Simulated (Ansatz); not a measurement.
Correlation energies of AlH₅N₂Si (`[NH2][Al]1[NH][SiH2]1`) by basis set

```xyz
9

N     0.448    1.483   -1.747
Al    0.033    0.266   -0.546
N     0.253    0.012    1.196
Si   -0.632   -1.463    0.803
H     0.951    2.335   -1.560
H     0.212    1.420   -2.724
H     0.608    0.326    2.086
H     0.092   -2.750    1.034
H    -1.965   -1.629    1.458
```

Total charge 0; spin multiplicity 1. The structure was optimised at the PBE0-D4/def2-TZVP level. It is one conformer, not always the lowest. Frozen core, restricted reference, Ansatz 0.2.0. CBS rows extrapolate triple and quadruple zeta; past MP2 they add the triple-zeta difference.

```tsv
basis	HF (Eh)	MP2 corr.	CCSD corr.	(T)	CCSD(T) total
def2-SVP	?	-0.49567	-0.53476	?	?
def2-TZVPP	-642.76947	-0.61900	-0.65169	-0.02722	-643.44838
def2-QZVPP	-642.79121	-0.66401	–	–	–
CBS(def2)	?	-0.69735	?	as TZ	?
```

(1) Fill in the withheld values. (An estimate is asked.)

Answers

(1) Ansatz gave: def2-SVP HF (Eh): -642.44090; def2-SVP (T): -0.01628; def2-SVP CCSD(T) total: -642.99194; CBS(def2) HF (Eh): -642.79420; CBS(def2) CCSD corr.: -0.73004; CBS(def2) CCSD(T) total: -643.55146.
